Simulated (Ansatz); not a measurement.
Two members of one family (Series SnHX3), computed with Ansatz in the gas phase; def2 core potentials for Sn, no spin–orbit coupling. The two geometries come from different levels. Binding counts from free atoms in the multiplicity of their measured ground term, without zero-point energy. A dash marks a value that wasn't run or was left out as unsound. The structures are stationary points that may keep the symmetry of their start. Remarks come from the PBE and PBE0 runs and from stability tests at other levels; not every state was tested. HOMO above LUMO (over both spins in singlets and doublets, within one spin in higher multiplets; at PBE or PBE0), or a gap under 0.15 eV within one spin, warns that the state may not be the lowest or that an electron is smeared out.

First: SnH(NCO)3 (singlet, charge 0, r2SCAN-D4/def2-SVP geometry).

Cartesian coordinates in Å:
```
Sn -0.589 1.100 -0.020
H -1.396 2.574 -0.056
N 1.381 1.354 -0.365
C 2.429 0.758 -0.505
O 3.477 0.254 -0.649
N -1.312 -0.151 -1.426
C -1.210 -1.270 -1.882
O -1.170 -2.333 -2.374
N -0.796 0.212 1.777
C -0.521 -0.784 2.413
O -0.294 -1.715 3.088
```

```
              level  HOMO (eV)  LUMO (eV)  gap (eV)  vertical triplet (eV)  binding per atom (eV)
    PBE-D4/def2-SVP      -7.31      -2.72      4.59                      –                   5.36
   PBE-D4/def2-TZVP      -7.48      -2.95      4.53                   4.62                   5.31
r2SCAN-D4/def2-TZVP      -7.81      -2.72      5.08                   4.93                   5.00
   PBE0-D4/def2-SVP      -8.81      -1.82      6.99                      –                   5.05
  PBE0-D4/def2-TZVP      -8.91      -2.01      6.90                   5.43                   5.01
```

Remarks: gap within one spin near zero at PBE or PBE0 (triplet).

Second: SnH(OMe)3 (singlet, charge 0, PBE-D4/def2-SVP geometry).

| atom | x (Å) | y (Å) | z (Å) |
| --- | --- | --- | --- |
| Sn1 | -1.2648 | -0.9064 | -0.2956 |
| H2 | -2.6325 | -1.8847 | -0.6232 |
| O3 | 0.4167 | -2.0039 | -0.2066 |
| C4 | 1.6320 | -1.4349 | -0.6663 |
| H5 | 2.3482 | -2.2608 | -0.8689 |
| H6 | 2.1037 | -0.7646 | 0.0931 |
| H7 | 1.5173 | -0.8492 | -1.6078 |
| O8 | -1.4592 | 0.0513 | 1.4604 |
| C9 | -0.2985 | 0.3106 | 2.2319 |
| H10 | -0.6149 | 0.5123 | 3.2794 |
| H11 | 0.2618 | 1.2084 | 1.8737 |
| H12 | 0.4157 | -0.5460 | 2.2565 |
| O13 | -1.0029 | 0.4825 | -1.7250 |
| C14 | -0.4676 | 1.7448 | -1.3621 |
| H15 | -0.6926 | 2.4645 | -2.1797 |
| H16 | 0.6424 | 1.7202 | -1.2368 |
| H17 | -0.9047 | 2.1558 | -0.4230 |

**Question.** What does the change do? Estimate second minus first.

**Answer.** 
```csv
level,Δ HOMO (eV),Δ LUMO (eV),Δ gap (eV),Δ vertical triplet (eV),Δ binding per atom (eV)
PBE-D4/def2-SVP,1.26,0.70,-0.56,–,-1.53
PBE-D4/def2-TZVP,1.22,0.71,-0.51,-0.57,-1.48
r2SCAN-D4/def2-TZVP,1.22,0.71,-0.51,-0.59,-1.26
PBE0-D4/def2-SVP,1.15,0.77,-0.37,–,-1.31
PBE0-D4/def2-TZVP,1.09,0.75,-0.34,-0.63,-1.29
```

Remarks: gap within one spin near zero at PBE or PBE0 (triplet).
